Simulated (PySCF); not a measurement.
Al(Cl)(I)(OH) (AlClHIO), SMILES [I][Al]([OH])[Cl].

The structure is a stationary point at B3LYP-D3(BJ)/def2-SVP. The def2 effective core potentials stand for the cores of I; spin–orbit coupling is left out. One conformer was computed; it need not be the lowest.

Level of theory: B3LYP/def2-TZVPD run with PySCF.

Computed frontier levels, gap, dipole moment and polarisability:
```json
{
 "highest_occupied_level": "-7.83 eV",
 "lowest_empty_level": "-1.74 eV",
 "orbital_gap": "6.09 eV",
 "dipole_moment": "1.80 D",
 "quadrupole, principal values (traceless, Buckingham form, about the centre of nuclear charge)": "-7.73, 3.70, 4.03 D·Å",
 "mean_static_polarisability": "78.1 bohr³ (11.57 Å³)",
 "polarisability_principal_values": "62.9, 74.9, 96.4 bohr³"
}
```
